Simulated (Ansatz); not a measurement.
VF5, SMILES [F][V]([F])([F])([F])[F], multiplicity 1.

The structure is a stationary point at ωB97X-D3(BJ)/def2-SVP. The spin state was assumed, not searched. The isomer is the one that the SMILES or the coordinates give; other isomers of the formula were not compared.

Two levels are set side by side: PBE/def2-SVPD (Ansatz, an electronic-structure program) and PBE0/def2-SVPD (Ansatz). Energy differences of separate SCF runs at the same geometry; the states with an electron removed or added have multiplicity 2 and 2. Differences are taken from unrounded values.

| quantity | PBE |
|---|---|
| vertical ionisation energy (eV) | 13.86 |
| vertical electron affinity (eV) | 2.54 |
| vertical singlet–triplet gap (eV) | 4.06 |

Q: These are the PBE values. What does PBE0 give? (An estimate is asked for; the answer gives what the named calculation found.)

A: 
```csv
quantity,PBE0,PBE minus PBE0
vertical ionisation energy (eV),14.83,-0.97
vertical electron affinity (eV),3.82,-1.28
vertical singlet–triplet gap (eV),3.72,0.35
```
